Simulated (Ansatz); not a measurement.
Reactions of `[F][Ge]([F])([SiH3])[Cl]`.

Program: Ansatz. Geometries: PBE0-D4/def2-TZVP. ΔE: electronic, gas phase. CCSD(T)/CBS is the MP2 limit (def2-TZVPP, def2-QZVPP) plus CCSD(T) − MP2 in def2-TZVPP, frozen cores. This one scheme is used for every species. DFT in def2-TZVPP. For Br, Ge outer-core shells are correlated without core-valence functions, which leaves a few kJ/mol of doubt a bond. Scalar relativity is left out up to krypton. One conformer a species, not always the lowest.

```csv
reaction,ωB97X-V (eV),PBE0-D4 (eV),HF/CBS(def2) (eV)
`[F][Ge]([F])([SiH3])[Cl]` + HBr → `[F][Ge]([F])([Cl])[Br]` + SiH₄,-0.45,-0.39,-0.61
`[F][Ge]([F])([SiH3])[Cl]` + `FCCCl` → `FCC[SiH3]` + `[F][Ge]([F])([Cl])[Cl]`,-0.92,-0.86,-1.02
`[F][Ge]([F])([SiH3])[Cl]` → `F[SiH2][GeH]([F])[Cl]`,-0.36,-0.36,-0.45
`[F][Ge]([F])([SiH3])[Cl]` + CH₃OH → `CO[SiH3]` + `[F][GeH]([F])[Cl]`,-0.63,-0.49,-0.90
`[F][Ge]([F])([SiH3])[Cl]` + H₂S → `[F][Ge]([F])([SH])[Cl]` + SiH₄,-0.21,-0.17,-0.29
`[F][Ge]([F])([SiH3])[Cl]` + `CB(F)[SiH2]O` → `[CH3][Ge]([F])([F])[SiH3]` + `O[SiH2]B(F)Cl`,-0.13,-0.14,-0.03
`[F][Ge]([F])([SiH3])[Cl]` → `F[Si](F)(Cl)[GeH3]`,-1.67,-1.72,-1.69
`[F][Ge]([F])([SiH3])[Cl]` + `Cl[SiH]1O[SiH2]1` → `[F][Ge]([F])([Cl])[Cl]` + `[SiH3][SiH]1O[SiH2]1`,0.65,0.62,0.64
`[F][Ge]([F])([SiH3])[Cl]` → `[F][Ge][Cl]` + `F[SiH3]`,0.16,0.19,-0.15
`[F][Ge]([F])([SiH3])[Cl]` → `[F][GeH]([F])[Cl]` + `[SiH2]`,2.82,2.89,2.43
```

Give the CCSD(T)/CBS values in the same order. (Estimate.)

The calculation gave: -0.43, -0.90, -0.41, -0.62, -0.20, -0.19, -1.83, 0.68, -0.01, 2.72 eV.

Largest T1 diagnostic: 0.015, for `[SiH3][SiH]1O[SiH2]1`.
